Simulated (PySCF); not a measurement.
## [PbBr2]2+ at several levels of theory

Computed with PySCF 2.14.0 (density fitting, no spin-orbit coupling) at the geometry relaxed with PBE0:

```xyz
3
[PbBr2]2+ (singlet)
Pb    0.0000    0.0000    0.2412
Br    2.4539    0.0000    0.2413
Br   -2.4539    0.0000    0.2413
```

| level | basis | state | HOMO (eV) | gap (eV) | charge on Pb1 (e) | dipole about the centre of mass (D) | largest force component (eV/Å) |
| --- | --- | --- | --- | --- | --- | --- | --- |
| PBE0 | Pb def2-SVP with ECP60, Br def2-SVP | singlet | -20.04 | 3.18 | 1.27 | 0.00 | 0.00 |
| PBE0 | Pb def2-TZVP with ECP60, Br def2-TZVP | singlet | -19.90 | 3.31 | 1.35 | 0.00 | 0.59 |

Charges are Mulliken's, which hang on the basis. The relaxation used the grid (50, 194), these runs (75, 302) or, all-electron (x2c bases, spin-free X2C Hamiltonian), (99, 590).

**Question.** A further run in the first row's basis gives HOMO (eV) -19.14, gap (eV) 1.49, charge on Pb1 (e) 1.27, dipole about the centre of mass (D) 0.00, largest force component (eV/Å) 0.13. Which level was it?
A. r2SCAN
B. TPSS

**Answer.** A. The others give HOMO -18.90 eV (TPSS).

In the first row's basis the gap widens with exact exchange: 1.3 to 1.5 eV for TPSS, r2SCAN (none); 3.2 eV for PBE0 (a fixed share).
